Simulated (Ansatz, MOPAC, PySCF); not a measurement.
C4H11O2Sb, SMILES `C[C](C)([Sb]([OH])[OH])C`, neutral singlet in the gas phase. In the def2 sets core potentials replace the inner electrons of Sb.

Cartesian coordinates (Å):
```xyz
18

C     -0.9543     0.9982    -1.1117
C     -0.3590    -0.1050    -0.2340
C     -0.9986    -1.4653    -0.5194
C     -0.4683     0.2573     1.2463
Sb     1.7929    -0.2600    -0.7701
O      2.3525    -1.3474     0.8163
O      2.0843     1.5758     0.0085
H     -0.4573     1.9633    -0.9279
H     -2.0317     1.1230    -0.8954
H     -0.8650     0.7642    -2.1868
H     -0.9346    -1.7380    -1.5866
H     -2.0707    -1.4532    -0.2492
H     -0.5165    -2.2660     0.0653
H     -0.0801    -0.5496     1.8900
H     -1.5281     0.4053     1.5252
H      0.0806     1.1835     1.4734
H      1.9749    -0.9813     1.6309
H      2.9791     1.8952    -0.1746
```
Charge 0, multiplicity 1.

All levels are single points at this geometry (B3LYP-D3(BJ)/def2-SVP); Pople sets use spherical d functions. Orbital energies aren't observables, and empty levels follow the basis.

| level | HOMO (eV) | LUMO (eV) | gap (eV) | dipole (D) | vertical IE, Delta-SCF (eV) |
|---|---|---|---|---|---|
| CAM-B3LYP-D3(BJ)/def2-TZVP in Ansatz | -8.02 | 0.17 | 8.19 | 1.48 | – |
| PBE-D3(BJ)/def2-TZVP in Ansatz | -5.70 | -1.50 | 4.20 | 1.30 | 8.31 |
| PBE0-D3(BJ)/def2-TZVP in Ansatz | -6.77 | -0.73 | 6.04 | 1.41 | 8.52 |
| B3LYP/6-31G* (LANL2DZ on Sb) in PySCF | -6.41 | -0.56 | 5.85 | 1.37 | 8.45 |
| PBE/6-31G* (LANL2DZ on Sb) in PySCF | -5.46 | -1.13 | 4.33 | 1.23 | 8.17 |
| HF/6-31G* (LANL2DZ on Sb) in PySCF | -9.10 | 2.68 | 11.78 | 1.75 | 8.02 |
| AM1 in MOPAC | -9.21 | 0.69 | 9.90 | 1.90 | – |
| PM3 in MOPAC | -9.60 | -0.28 | 9.31 | 2.28 | – |
| PM6 in MOPAC | -9.48 | 0.76 | 10.24 | 1.83 | – |

Ansatz is a first-principles code.
